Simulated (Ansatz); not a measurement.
A made-up structure of CH3OSe (charge +1), singlet:

C1  (-0.709, -0.060, -0.552)
Se2  (0.510, -0.900, -0.081)
O3  (0.843, 0.449, 0.848)
H4  (-1.131, -0.664, -1.169)
H5  (-1.042, 1.024, -0.248)
H6  (1.530, 0.151, 1.203)
(Å)

It is relaxed with PBE-D4/def2-SVP and then PBE0-D4/def2-TZVP (Ansatz 0.2.0). Atoms count as bonded within 1.22 times the sum of their covalent radii (H–H: 0.88 Å). The end point is not checked to be a true minimum.

**Question.** Does its bonding change? (A judgement: the text doesn't fix the answer.)

**Answer.** The calculation gives: No: no bond forms or breaks.

Where it ends: The first stage lowers the energy by 3.85 eV in 8 steps. It ends as CH₃OSe ([CH2][Se][OH]), total charge +1:
```xyz
6
angstrom
C -0.8728 -0.0823 -0.6843
Se 0.5375 -0.8258 -0.0222
O 1.0731 0.4515 1.0193
H -1.4474 -0.6629 -1.4012
H -1.1760 0.9222 -0.3989
H 1.8856 0.1972 1.4873
```

Labels in which every atom is bracketed show which atoms are joined, not bond orders.

For scale, one of the runs: PBE0-D4/def2-TZVP relaxation, 128 basis functions, launched by `ansatz run in.yaml --threads 2 --pin off --events-out ev --progress --plain --max-ram 4352MiB`. Hardware: 2 CPU threads of an Arm Neoverse V2, shared host. Wall time about 19 s.
